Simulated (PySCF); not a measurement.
# Spinor energies of Mn³⁺ (manganese, charge +3)

Start: [Ar] 3d4; 3d3/2 filled at m_j = -3/2, -1/2, +1/2, +3/2. Calculated with PySCF 2.14 in x2c-SVPall-2c: generalised Hartree-Fock with the X2C-1e Hamiltonian and a Gaussian nucleus; one run each with spin-orbit coupling (SO) switched off, then screened by Boettger's factors.

```csv
spinor shell,electrons,"ε, spin-free (eV)","ε, screened SO (eV)",weight of nominal j (screened SO),"rms radius, screened SO (bohr)"
1s1/2,2,-6635.8,-6635.7,1.000,0.0704
2s1/2,2,-842.66,-842.64,1.000,0.302
2p1/2,2,-716.64,-724.34,0.978,0.272
2p3/2,4,-716.64,-712.83,0.989,0.274
3s1/2,2,-142.53,-142.52,1.000,0.912
3p1/2,2,-104.34,-106.07,0.655,0.975
3p3/2,4,-104.34,-103.47,0.827,0.978
3d3/2,4,-53.600,-53.608,0.513,1.13
```

```tsv
quantity	spin-free	screened SO
E (hartree)	-1155.24171	-1155.25396
M_J	0	0
⟨J²⟩	4.004	3.924
⟨L²⟩	6.003	6.001
⟨S²⟩	6.000	5.998
```

The determinant has a definite M_J but mixes levels of different J.

Each row is a mean over spinors that exchange with the open shell spreads, by up to 14.138 eV (3p3/2).

Rows whose weight is well below 1 are mixtures of j = l ± 1/2: exchange outweighs spin-orbit coupling there, and the label is only the starting occupation.

Without spin-orbit coupling the j labels of p, d and f shells carry no meaning; the spin-free column gives the mean over the occupied spinors of each nl shell, and its ⟨J²⟩ belongs to a mixture of degenerate components.
